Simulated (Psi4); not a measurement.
Pair of molecules, SMILES F with SMILES C#C (the first has 2 atoms); geometry from B3LYP-D3(BJ)/def2-TZVP, rigid monomers moved along the line of their centres of mass till H2···C3 is 3.92 Å.
(charge 0, multiplicity 1):
| atom | x (Å) | y (Å) | z (Å) |
|---|---|---|---|
| F | -0.0325 | -0.0116 | 0.3487 |
| H | -0.0182 | -0.0044 | 1.2833 |
| C | 0.2809 | -0.5232 | 5.1567 |
| C | -0.2043 | 0.5724 | 5.1557 |
| H | 0.7119 | -1.4959 | 5.1656 |
| H | -0.6350 | 1.5451 | 5.1629 |

Calculation: SAPT0/jun-cc-pV(D+d)Z in Psi4.

Give the four SAPT terms and the total, and say what mostly holds the pair together.

electrostatics -0.91, exchange 0.03, induction -0.07, dispersion -0.07, total -1.02 kcal/mol; the largest attraction is electrostatics.
